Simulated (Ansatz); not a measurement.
**Energy profile**

The step: Si₄H₁₀ ([SiH3][SiH]([SiH3])[SiH3]) + HF → Si₃H₈ ([SiH3][SiH2][SiH3]) + SiH₃F ([F][SiH3]); bonds formed: Si1–H6, Si2–F7; bonds broken: Si1–Si2, H6–F7 (atoms numbered as in the saddle structure below).

Si1  (-0.167, 0.636, 0.127)
Si2  (1.747, -0.683, 1.298)
Si3  (-0.434, 1.318, -2.106)
Si4  (-1.919, -0.812, 0.666)
H5  (-0.124, 1.835, 1.006)
H6  (1.398, -0.078, -0.385)
F7  (2.416, -0.694, -0.528)
H8  (3.058, -0.137, 1.714)
H9  (0.841, -0.248, 2.418)
H10  (1.575, -2.151, 1.259)
H11  (-1.799, 1.880, -2.304)
H12  (0.572, 2.355, -2.454)
H13  (-0.258, 0.145, -3.001)
H14  (-1.950, -1.909, -0.337)
H15  (-1.752, -1.389, 2.025)
H16  (-3.205, -0.067, 0.602)
(Å)

Electronic energies by CCSD(T) at an estimated basis limit (MP2 extrapolated from triple and quadruple zeta, plus CCSD(T) − MP2 in triple zeta), on PBE0-D4/def2-TZVP structures; Si₄H₁₁F, closed shell; no counterpoise correction. Computed with Ansatz 0.2.0 (basis: def2-TZVPP and def2-QZVPP); correlated methods freeze the cores. Extrapolation: Hartree–Fock as exp(−7.88 √X), correlation as X^−2.97.

**Question.** Give the profile in eV, counted from the separated reactants. (Judge from chemistry; the value comes from the calculation.)

**Answer.** The calculation gives:
```
                                                                                                                                                                     point      eV
                separated: Si₄H₁₀ (linked as [SiH3][SiH]([SiH3])[SiH3]; Si1, Si2, Si3, Si4, H5, H8, H9, H10, H11, H12, H13, H14, H15, H16; singlet) + HF (H6, F7; singlet)   0.000
                                                                                                                                                           start structure  -0.077
                                                                                                                                                                    saddle   1.659
                                                                                                                                                             end structure  -1.221
separated: Si₃H₈ (linked as [SiH3][SiH2][SiH3]; Si1, Si3, Si4, H5, H6, H11, H12, H13, H14, H15, H16; singlet) + SiH₃F (linked as [F][SiH3]; Si2, F7, H8, H9, H10; singlet)  -1.150
```

T1 diagnostic: at most 0.015.

For scale, one of the runs: CCSD(T)/def2-TZVPP, 353 basis functions, launched by `ansatz run in.yaml --threads 4 --pin off --events-out ev --progress --plain --max-ram 63488MiB --backend cuda --devices 0, --max-vram 37GiB`. Hardware: 4 CPU threads of an AMD EPYC 7R13 and a share of one NVIDIA H100, shared host. Wall time 6 s; peak host memory 0.84 GiB.
